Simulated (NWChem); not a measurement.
System: cyclohexasilane (Si6H12); SMILES [SiH2]1[SiH2][SiH2][SiH2][SiH2][SiH2]1

Input file for NWChem:

```
start job
memory heap 200 mb stack 900 mb global 1100 mb
geometry units angstroms noautosym nocenter noautoz
  Si     1.401724     1.709990    -0.404242
  Si     2.182400    -0.360121     0.404960
  Si     0.780499    -2.070616    -0.406044
  Si    -1.401724    -1.709990     0.404242
  Si    -2.182400     0.360121    -0.404960
  Si    -0.780499     2.070616     0.406044
  H      1.360693     1.660972    -1.911057
  H      2.322237     2.830847     0.008962
  H      3.613237    -0.595029    -0.009641
  H      2.120435    -0.351656     1.911836
  H      0.759521    -2.013563    -1.912931
  H      1.290962    -3.427326     0.010136
  H     -2.322237    -2.830847    -0.008962
  H     -1.360693    -1.660972     1.911057
  H     -3.613237     0.595029     0.009641
  H     -2.120435     0.351656    -1.911836
  H     -0.759521     2.013563     1.912931
  H     -1.290962     3.427326    -0.010136
end
basis spherical
  * library def2-svp
end
dft
  xc b3lyp
  iterations 150
end
property
  response 1 0.0773
end
task dft property
```

NWChem printed, in part:

```
             Northwest Computational Chemistry Package (NWChem) 7.3.0
             --------------------------------------------------------

                             Geometry "geometry" -> ""
                             -------------------------

 Output coordinates in angstroms (scale by  1.889725989 to convert to a.u.)

  No.       Tag          Charge          X              Y              Z
 ---- ---------------- ---------- -------------- -------------- --------------
    1 Si                  14.0000     1.40172400     1.70999000    -0.40424200
    2 Si                  14.0000     2.18240000    -0.36012100     0.40496000
    3 Si                  14.0000     0.78049900    -2.07061600    -0.40604400
    4 Si                  14.0000    -1.40172400    -1.70999000     0.40424200
    5 Si                  14.0000    -2.18240000     0.36012100    -0.40496000
    6 Si                  14.0000    -0.78049900     2.07061600     0.40604400
    7 H                    1.0000     1.36069300     1.66097200    -1.91105700
    8 H                    1.0000     2.32223700     2.83084700     0.00896200
    9 H                    1.0000     3.61323700    -0.59502900    -0.00964100
   10 H                    1.0000     2.12043500    -0.35165600     1.91183600
   11 H                    1.0000     0.75952100    -2.01356300    -1.91293100
   12 H                    1.0000     1.29096200    -3.42732600     0.01013600
   13 H                    1.0000    -2.32223700    -2.83084700    -0.00896200
   14 H                    1.0000    -1.36069300    -1.66097200     1.91105700
   15 H                    1.0000    -3.61323700     0.59502900     0.00964100
   16 H                    1.0000    -2.12043500     0.35165600    -1.91183600
   17 H                    1.0000    -0.75952100     2.01356300     1.91293100
   18 H                    1.0000    -1.29096200     3.42732600    -0.01013600

 Effective nuclear repulsion energy (a.u.)     674.0932550299

                              NWChem Property Module
                              ----------------------

                                 NWChem DFT Module
                                 -----------------

 Summary of "ao basis" -> "ao basis" (spherical)
 ------------------------------------------------------------------------------
       Tag                 Description            Shells   Functions and Types
 ---------------- ------------------------------  ------  ---------------------
 Si                         def2-svp                 8       18   4s3p1d
 H                          def2-svp                 3        5   2s1p

            General Information
            -------------------
          SCF calculation type: DFT
          Wavefunction type:  closed shell.
          No. of atoms     :    18
          No. of electrons :    96
           Alpha electrons :    48
            Beta electrons :    48
          Charge           :     0
          Spin multiplicity:     1
          Use of symmetry is: off; symmetry adaption is: off
          Maximum number of iterations: 150
          AO basis - number of functions:   168
                     number of shells:    84
          Convergence on energy requested:  1.00D-06
          Convergence on density requested:  1.00D-05
          Convergence on gradient requested:  5.00D-04

              XC Information
              --------------
                         B3LYP Method XC Potential
                     Hartree-Fock (Exact) Exchange  0.200
                        Slater Exchange Functional  0.800 local
                    Becke 1988 Exchange Functional  0.720 non-local
              Lee-Yang-Parr Correlation Functional  0.810
                  VWN I RPA Correlation Functional  0.190 local

             Grid Information
             ----------------
          Grid used for XC integration:  medium
          Radial quadrature: Mura-Knowles
          Angular quadrature: Lebedev.
          Tag              B.-S. Rad. Rad. Pts. Rad. Cut. Ang. Pts.
          ---              ---------- --------- --------- ---------
          Si                  1.10       88          13.0       590
          H                   0.35       45          14.0       434
          Grid pruning is: on
          Number of quadrature shells:  1068
          Spatial weights used:  Erf1

      Superposition of Atomic Density Guess
      -------------------------------------

 Sum of atomic energies:       -1738.42261411

      Non-variational initial energy
      ------------------------------

 Total energy =   -1740.547481
 1-e energy   =   -3754.290314
 2-e energy   =    1339.649578
 HOMO         =      -0.287781
 LUMO         =       0.029208

   convergence    iter        energy       DeltaE   RMS-Dens  Diis-err
 ---------------- ----- ----------------- --------- --------- ---------
 d= 0,ls=0.0,diis     1  -1743.6905084027 -2.42D+03  5.36D-03  4.26D-01
 d= 0,ls=0.0,diis     2  -1743.7352877108 -4.48D-02  3.16D-03  7.74D-02
 d= 0,ls=0.0,diis     3  -1743.7440682804 -8.78D-03  1.27D-03  3.99D-02
 d= 0,ls=0.0,diis     4  -1743.7522097820 -8.14D-03  1.50D-04  1.92D-04
 d= 0,ls=0.0,diis     5  -1743.7522493212 -3.95D-05  3.17D-05  9.55D-06
  Resetting Diis
 d= 0,ls=0.0,diis     6  -1743.7522513796 -2.06D-06  1.76D-06  5.70D-08
 d= 0,ls=0.0,diis     7  -1743.7522513934 -1.38D-08  3.22D-07  1.10D-09

         Total DFT energy =    -1743.752251393380
      One electron energy =    -3758.707601695777
           Coulomb energy =     1470.860613428153
    Exchange-Corr. energy =     -129.998518155683
 Nuclear repulsion energy =      674.093255029928

 Numeric. integr. density =       95.999955918000

                       DFT Final Molecular Orbital Analysis
                       ------------------------------------

 Vector   46  Occ=2.000000D+00  E=-2.834635D-01
              MO Center=  4.6D-07,  1.6D-06, -2.4D-09, r^2= 8.1D+00
   Bfn.  Coefficient  Atom+Function         Bfn.  Coefficient  Atom+Function
  ----- ------------  ---------------      ----- ------------  ---------------
    44      0.185778   3 Si px               98     -0.185779   6 Si px
     8      0.180698   1 Si px               62     -0.180697   4 Si px
    47      0.161624   3 Si px              101     -0.161625   6 Si px
   119     -0.161111   9 H  s               149     -0.161111  15 H  s
    11      0.158890   1 Si px               65     -0.158890   4 Si px

 Vector   47  Occ=2.000000D+00  E=-2.834449D-01
              MO Center= -8.5D-07,  6.1D-08, -5.3D-10, r^2= 8.1D+00
   Bfn.  Coefficient  Atom+Function         Bfn.  Coefficient  Atom+Function
  ----- ------------  ---------------      ----- ------------  ---------------
    27      0.202429   2 Si py               81     -0.202429   5 Si py
    30      0.170871   2 Si py               84     -0.170871   5 Si py
     9     -0.147393   1 Si py               63      0.147393   4 Si py
   114     -0.146585   8 H  s               139     -0.146585  13 H  s
    45     -0.142475   3 Si py               99      0.142475   6 Si py

 Vector   48  Occ=2.000000D+00  E=-2.796463D-01
              MO Center=  4.1D-07, -1.8D-06, -8.2D-09, r^2= 6.9D+00
   Bfn.  Coefficient  Atom+Function         Bfn.  Coefficient  Atom+Function
  ----- ------------  ---------------      ----- ------------  ---------------
    27      0.198930   2 Si py               81      0.198930   5 Si py
    44     -0.188740   3 Si px               98     -0.188740   6 Si px
    30      0.178649   2 Si py               84      0.178649   5 Si py
    47     -0.169486   3 Si px              101     -0.169485   6 Si px
     8      0.155781   1 Si px               62      0.155781   4 Si px

 Vector   49  Occ=0.000000D+00  E=-2.920454D-02
              MO Center=  4.5D-08,  1.3D-07,  1.5D-08, r^2= 8.7D+00
   Bfn.  Coefficient  Atom+Function         Bfn.  Coefficient  Atom+Function
  ----- ------------  ---------------      ----- ------------  ---------------
   115      0.459994   8 H  s               120      0.459723   9 H  s
   135      0.459190  12 H  s               140      0.459994  13 H  s
   150      0.459723  15 H  s               165      0.459191  18 H  s
    29     -0.317432   2 Si px               83      0.317432   5 Si px
    48      0.300159   3 Si py              102     -0.300159   6 Si py

 Vector   50  Occ=0.000000D+00  E=-2.344839D-02
              MO Center= -4.6D-08,  1.6D-07, -1.1D-08, r^2= 8.0D+00
   Bfn.  Coefficient  Atom+Function         Bfn.  Coefficient  Atom+Function
  ----- ------------  ---------------      ----- ------------  ---------------
   115     -0.319062   8 H  s               120      0.319356   9 H  s
   135     -0.319650  12 H  s               140      0.319062  13 H  s
   150     -0.319356  15 H  s               165      0.319650  18 H  s
    13      0.297617   1 Si pz               31      0.297644   2 Si pz
    49      0.297698   3 Si pz               67      0.297617   4 Si pz

[...]

 DFT Linear Response polarizability / au
 Frequency  =       0.0773000 / au
 Wavelength =     589.4353558 / nm
              X              Y              Z
 -----------------------------------------------
 X     194.1269966     -0.0396667      0.0028566
 Y      -0.0396663    194.1614622      0.0270926
 Z       0.0028564      0.0270919    137.7495771
 -----------------------------------------------
 Eigenvalues =     194.1009863    194.1874856    137.7495639
 Isotropic   =     175.3460120
 Anisotropic =      56.3947218
 -----------------------------------------------

 Magnetic Dipole Response Matrix (nonzero elements):

 Exiting AOResponse driver routine
```

Level: B3LYP/def2-SVP. The geometry was optimised at PBE-D3(BJ)/def2-SVP. Not confirmed as a minimum by frequencies.
